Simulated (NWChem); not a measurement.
System: C$_{3}$H$_{3}$F$_{3}$; SMILES F[C@H]1CC1(F)F

Here is an NWChem input.

```
start job
memory heap 200 mb stack 900 mb global 1100 mb
geometry units angstroms noautoz
  F     -0.373954    -1.840889     0.378359
  C      0.491368    -0.809935     0.326445
  C      0.789551    -0.197714    -1.031476
  C     -0.027116     0.530300    -0.029297
  F     -1.332043     0.683566    -0.245497
  F      0.482694     1.604766     0.580682
  H      1.301555    -0.879083     1.060894
  H      1.808605     0.138073    -1.238742
  H      0.235440    -0.624062    -1.872378
end
basis spherical
  * library def2-svp
end
dft
  xc xtpss03 ctpss03
  iterations 150
  mulliken
end
task dft energy
```

The geometry was optimised at PBE0/def2-SVP.

**Question.** Give the results of this calculation. (TPSS/def2-SVP.) Quantities: basis functions; energy (Ha); highest occupied level (eV); orbital gap (eV); dipole (D).

**Answer.** 
```
Item                           Value
---------------------------  -------
number of basis functions         99
energy (Ha)                  -415.32
highest occupied level (eV)    -6.67
orbital gap (eV)                7.17
dipole (D)                      1.90
```
